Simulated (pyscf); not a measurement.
## H₃Ge–I (SMILES [GeH3][I]), singlet

Gas-phase minimum from PySCF at ωB97X-D3(BJ)/def2-SVP, one conformer. 

```
Ge
H 1 1.5308
H 1 1.5309 2 111.24
H 1 1.5309 2 111.23 3 -124.59
I 1 2.4961 2 107.63 4 -117.71
```

Properties at ωB97X-D3(BJ)/def2-SVP:

| Item | Value |
|---|---|
| Harmonic wavenumbers, unscaled | 272, 564, 564, 846, 894, 894, 2213, 2218, 2218 cm⁻¹ |
| Zero-point energy | 15.3 kcal/mol |
| Rotational symmetry number | 3 |
| Entropy of this conformer at 298 K and 1 atm, rigid rotor and harmonic oscillator, modes under 100 cm⁻¹ raised to 100 | 282.5 J/(mol K) |
| Dipole moment | 1.72 D |

Single-point totals, which compare only within one level (frozen core for MP2 and CC):

| level | total energy (hartree) |
|---|---|
| ωB97X-D3(BJ)/def2-TZVP | -2376.59713 |
| PBE/def2-TZVP | -2376.20509 |
| r²SCAN/def2-TZVP | -2376.64719 |
| B3LYP-D3(BJ)/def2-TZVP | -2376.69512 |
| PBE0-D3(BJ)/def2-TZVP | -2376.29411 |
| M06-2X/def2-TZVP | -2376.46097 |
| ωB97M-D3(BJ)/def2-TZVP | -2376.63897 |
| HF/def2-TZVPP | -2373.80873 |
| MP2/def2-TZVPP | -2374.56906 |
| CCSD/def2-TZVPP | -2374.55337 |
| CCSD(T)/def2-TZVPP | -2374.57242 |

The CCSD(T) − MP2 part came from Ansatz, without density fitting, on the same reference. The frozen core leaves the outer d or s,p core shells of the metals and heavy elements correlated in the MP2 and CC values, and def2-TZVPP describes them poorly, so these totals are far from the basis limit. Elements up to Kr have no core potential and no relativistic terms here. Elements past Kr carry the def2 core potentials, without spin-orbit coupling.
